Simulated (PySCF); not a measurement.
Isomers of C4H7FO2, one GFN2-xTB conformer each. Single-point energies are computed at PBE0/pcSseg-1 (PySCF, gas phase, no added dispersion term), electronic only.

**Question.** Rank them by PBE0/pcSseg-1 energy, lowest first (kcal/mol).
A. `[CH3:1][O:2][C@H:3]([CH3:4])[C:5](=[O:6])[F:7]` with C1–O2–C3–C4 -170°, O2–C3–C5–O6 8°
B. `[CH3:1][O:2][C:3](=[O:4])[CH2:5][CH2:6][F:7]` with C1–O2–C3–O4 0°, O2–C3–C5–C6 180°, C3–C5–C6–F7 180°

**Answer.** B (0.0), A (6.2).

As drawn, the lower has a C(=O)–O unit, which the higher lacks. GFN2-xTB itself gives, in the same order: 0.0, 12.4. Both levels put the same isomer lowest.

**Question.** Which frontier levels, dipoles and rotational constants go with these structures?

**Answer.** 
| SMILES | HOMO (eV, PBE0/pcSseg-1) | LUMO (eV) | dipole (D) | A, B, C (MHz) |
| --- | --- | --- | --- | --- |
| COC(=O)CCF | -8.32 | 0.15 | 2.52 | 8970, 1172, 1057 |
| CO[C@H](C)C(=O)F | -8.04 | -0.58 | 2.60 | 3600, 2209, 1609 |
